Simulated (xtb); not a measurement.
Job for xtb: GFN2-xTB on CH4Si (SMILES C[SiH]), a point of a bond scan (R = 1.471 Å).

```
$ xtb mol.xyz --gfn 2 --sp --chrg 0 --uhf 0
6

Si    -0.44283511    -0.33733196     0.51775234
H     -1.42990117    -0.70043934    -0.59087342
C      0.77076815     0.54410571    -0.65073574
H      1.95382233     1.09017922     0.03278861
H      0.25620507     1.35865472    -1.17489853
H      1.10167411    -0.14880677    -1.43392500
```

The log:

```
[...]
           -------------------------------------------------
          |                Calculation Setup                |
           -------------------------------------------------



molecular fragmentation (1/2 indicates fragments):
111211
# atoms in fragment 1/2:     5     1
 fragment masses (1/2) :       43.12        1.01
CMA distance (Bohr)    :   4.405
constraining FC (au)   :  0.0500

           -------------------------------------------------
          |                 G F N 2 - x T B                 |
           -------------------------------------------------

        Reference                      10.1021/acs.jctc.8b01176
      * Hamiltonian:
        H0-scaling (s, p, d)           1.850000    2.230000    2.230000
        zeta-weighting                 0.500000
      * Dispersion:
        s8                             2.700000
        a1                             0.520000
        a2                             5.000000
        s9                             5.000000
      * Repulsion:
        kExp                           1.500000    1.000000
        rExp                           1.000000
      * Coulomb:
        alpha                          2.000000
        third order                    shell-resolved
        anisotropic                    true
        a3                             3.000000
        a5                             4.000000
        cn-shift                       1.200000
        cn-exp                         4.000000
        max-rad                        5.000000


          ...................................................
          :                      SETUP                      :
          :.................................................:
          :  # basis functions                  18          :
          :  # atomic orbitals                  17          :
          :  # shells                            9          :
          :  # electrons                        12          :
          :  max. iterations                   250          :
          :  Hamiltonian                  GFN2-xTB          :
          :  restarted?                      false          :
          :  GBSA solvation                  false          :
          :  PC potential                    false          :
          :  electronic temp.          300.0000000     K    :
          :  accuracy                    1.0000000          :
          :  -> integral cutoff          0.2500000E+02      :
          :  -> integral neglect         0.1000000E-07      :
          :  -> SCF convergence          0.1000000E-05 Eh   :
          :  -> wf. convergence          0.1000000E-03 e    :
          :  Broyden damping             0.4000000          :
          :  net charge                          0          :
          :  unpaired electrons                  0          :
          ...................................................

 iter      E             dE          RMSdq      gap      omega  full diag
   1     -5.8146621 -0.581466E+01  0.114E+01    1.74       0.0  T
   2     -5.8323557 -0.176936E-01  0.764E+00    2.07       1.0  T
   3     -5.8235794  0.877635E-02  0.393E+00    2.03       1.0  T
   4     -5.8373715 -0.137922E-01  0.809E-01    2.26       1.0  T
   5     -5.8379003 -0.528817E-03  0.373E-01    2.35       1.0  T
   6     -5.8380113 -0.110983E-03  0.192E-01    2.31       1.0  T
   7     -5.8380530 -0.417081E-04  0.725E-02    2.34       1.0  T
   8     -5.8380592 -0.612714E-05  0.107E-02    2.33       3.8  T
   9     -5.8380592 -0.444012E-07  0.430E-03    2.33       9.5  T
  10     -5.8380592 -0.349509E-07  0.106E-03    2.33      38.4  T
  11     -5.8380592 -0.999949E-09  0.256E-04    2.33     159.6  T
  12     -5.8380592  0.551026E-11  0.244E-04    2.33     167.5  T

   *** convergence criteria satisfied after 12 iterations ***

         #    Occupation            Energy/Eh            Energy/eV
      -------------------------------------------------------------
         1        2.0000           -0.6422289             -17.4759
         2        2.0000           -0.5289744             -14.3941
         3        2.0000           -0.4545344             -12.3685
         4        2.0000           -0.4357402             -11.8571
         5        2.0000           -0.3876467             -10.5484
         6        2.0000           -0.3190726              -8.6824 (HOMO)
         7                         -0.2335070              -6.3540 (LUMO)
         8                         -0.1740113              -4.7351
         9                         -0.1435665              -3.9066
        10                         -0.0891882              -2.4269
        11                         -0.0546406              -1.4868
       ...                                ...                  ...
        17                          0.5772942              15.7090
      -------------------------------------------------------------
                  HL-Gap            0.0855656 Eh            2.3284 eV
             Fermi-level           -0.2762898 Eh           -7.5182 eV

 SCC (total)                   0 d,  0 h,  0 min,  0.009 sec
 SCC setup                      ...        0 min,  0.000 sec (  1.199%)
 Dispersion                     ...        0 min,  0.000 sec (  0.386%)
 classical contributions        ...        0 min,  0.000 sec (  0.261%)
 integral evaluation            ...        0 min,  0.001 sec (  6.569%)
 iterations                     ...        0 min,  0.006 sec ( 62.074%)
 molecular gradient             ...        0 min,  0.003 sec ( 27.698%)
 printout                       ...        0 min,  0.000 sec (  1.508%)

         :::::::::::::::::::::::::::::::::::::::::::::::::::::
         ::                     SUMMARY                     ::
         :::::::::::::::::::::::::::::::::::::::::::::::::::::
         :: total energy              -5.788079171464 Eh    ::
         :: gradient norm              0.100248315695 Eh/a0 ::
         :: HOMO-LUMO gap              2.328358128584 eV    ::
         ::.................................................::
         :: SCC energy                -5.838059128714 Eh    ::
         :: -> isotropic ES            0.002655805282 Eh    ::
         :: -> anisotropic ES         -0.000066127385 Eh    ::
         :: -> anisotropic XC         -0.004166536851 Eh    ::
         :: -> dispersion             -0.002778921484 Eh    ::
         :: repulsion energy           0.049979957251 Eh    ::
         :: add. restraining           0.000000000000 Eh    ::
         :: total charge              -0.000000000000 e     ::
         :::::::::::::::::::::::::::::::::::::::::::::::::::::

           -------------------------------------------------
          |                Property Printout                |
           -------------------------------------------------

    * Orbital Energies and Occupations

         #    Occupation            Energy/Eh            Energy/eV
      -------------------------------------------------------------
         1        2.0000           -0.6422289             -17.4759
         2        2.0000           -0.5289744             -14.3941
         3        2.0000           -0.4545344             -12.3685
         4        2.0000           -0.4357402             -11.8571
         5        2.0000           -0.3876467             -10.5484
         6        2.0000           -0.3190726              -8.6824 (HOMO)
         7                         -0.2335070              -6.3540 (LUMO)
         8                         -0.1740113              -4.7351
         9                         -0.1435665              -3.9066
        10                         -0.0891882              -2.4269
        11                         -0.0546406              -1.4868
        12                         -0.0150890              -0.4106
Note: The following floating-point exceptions are signalling: IEEE_UNDERFLOW_FLAG IEEE_DENORMAL
normal termination of xtb
        13                         -0.0085231              -0.2319
        14                          0.2139214               5.8211
        15                          0.2178526               5.9281
        16                          0.3705228              10.0824
        17                          0.5772942              15.7090
      -------------------------------------------------------------
                  HL-Gap            0.0855656 Eh            2.3284 eV
             Fermi-level           -0.2762898 Eh           -7.5182 eV

     #   Z          covCN         q      C6AA      α(0)
     1  14 Si       1.767     0.306   188.812    29.203
     2   1 H        0.893    -0.128     6.681     4.045
     3   6 C        3.066    -0.149    31.775     9.243
     4   1 H        0.344    -0.071    10.249     5.770
     5   1 H        0.924     0.021     2.714     2.576
     6   1 H        0.924     0.021     2.714     2.576

 Mol. C6AA /au·bohr⁶  :        795.526991
 Mol. C8AA /au·bohr⁸  :      31210.345149
 Mol. α(0) /au        :         53.413874


Wiberg/Mayer (AO) data.
largest (>0.10) Wiberg bond orders for each atom

 ---------------------------------------------------------------------------
     #   Z sym  total        # sym  WBO       # sym  WBO       # sym  WBO
 ---------------------------------------------------------------------------
     1  14 Si   1.977 --     3 C    0.980     2 H    0.944
     2   1 H    0.984 --     1 Si   0.944
     3   6 C    3.937 --     6 H    0.982     5 H    0.982     1 Si   0.980
                             4 H    0.963
     4   1 H    0.995 --     3 C    0.963
     5   1 H    1.000 --     3 C    0.982
     6   1 H    1.000 --     3 C    0.982
 ---------------------------------------------------------------------------

Topologies differ in total number of bonds
Writing topology from bond orders to xtbtopo.mol

molecular dipole:
                 x           y           z       tot (Debye)
 q only:       -0.335      -0.277       0.517
   full:       -0.126      -0.016      -0.316       0.865
molecular quadrupole (traceless):
                xx          xy          yy          xz          yz          zz
 q only:       -1.785      -1.568       0.453      -0.793      -0.458       1.332
  q+dip:       -0.787      -1.047       0.136       0.870       0.516       0.651
   full:       -0.386      -2.242       2.155       0.101       0.976      -1.769


           -------------------------------------------------
          | TOTAL ENERGY               -5.788079171464 Eh   |
          | GRADIENT NORM               0.100248315695 Eh/α |
          | HOMO-LUMO GAP               2.328358128584 eV   |
           -------------------------------------------------

------------------------------------------------------------------------
------------------------------------------------------------------------
 total:
 SCF:
```

The run finished.

Cost: roughly 0.05 core-seconds.
